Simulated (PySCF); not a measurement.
**Spin states of FeH**

Unrestricted PBE0; Fe def2-TZVPP, H def2-TZVPP; no relativity (PySCF 2.14). Outer shells of the fragments: Fe 3d6 4s2; H 1s1.

Followed along the bond (rough minima from three points):

```csv
2Ms+1,unpaired,⟨S²⟩ at the start,R at minimum (Å),Te (eV)
4,"π ↑↑, δ ↑",3.86,1.57,0.00
4,"π ↑, δ ↑↑",3.81,1.56,0.12
6,"σ ↑↑, π ↑↑, δ ↑",8.75,1.68,0.32
4,"σ ↑, δ ↑↑",3.79,1.55,0.38
4,"σ ↑, π ↑, δ ↑",3.79,1.59,0.51
6,"σ ↑↑, π ↑, δ ↑↑",8.76,1.68,0.56
```

Solutions found at the starting distance of 1.445 Å, counted from the lowest of them; the search is not exhaustive and high or unbound solutions are not listed, so other states can lie among these:

```
2Ms+1         unpaired   term  E (eV)  ⟨S²⟩  ⟨Lz²⟩  μ (D)
    4        π ↑↑, δ ↑     ⁴Δ    0.00  3.86   4.01  -2.64
    4        π ↑, δ ↑↑  mixed    0.09  3.81   2.43  -2.60
    4        σ ↑, δ ↑↑    ⁴Σ⁻    0.35  3.79   0.00  -2.70
    4    σ ↑, π ↑, δ ↑  mixed    0.54  3.79   5.01  -2.92
    6  σ ↑↑, π ↑↑, δ ↑     ⁶Δ    0.56  8.75   4.01  -0.07
    6  σ ↑↑, π ↑, δ ↑↑     ⁶Π    0.78  8.76   1.02  -0.31
    6  σ ↑, π ↑↑, δ ↑↑    ⁶Σ⁺    1.07  8.76   0.00  -0.37
    2        π ↑, δ ↑↓  mixed    1.22  1.76   7.91  -2.63
    2        π ↑↓, δ ↑  mixed    1.31  1.77   5.99  -2.80
    2        σ ↑, δ ↑↓  mixed    1.34  1.77   8.01  -2.59
```

A term symbol is given only where ⟨S²⟩ and ⟨Lz²⟩ are close to those of a pure state; real π, δ and φ orbitals otherwise mix terms. A positive dipole means Fe(−)H(+).

The state is the lowest single determinant that the PBE0 search found; with open d or f shells the true ground state can be another one.
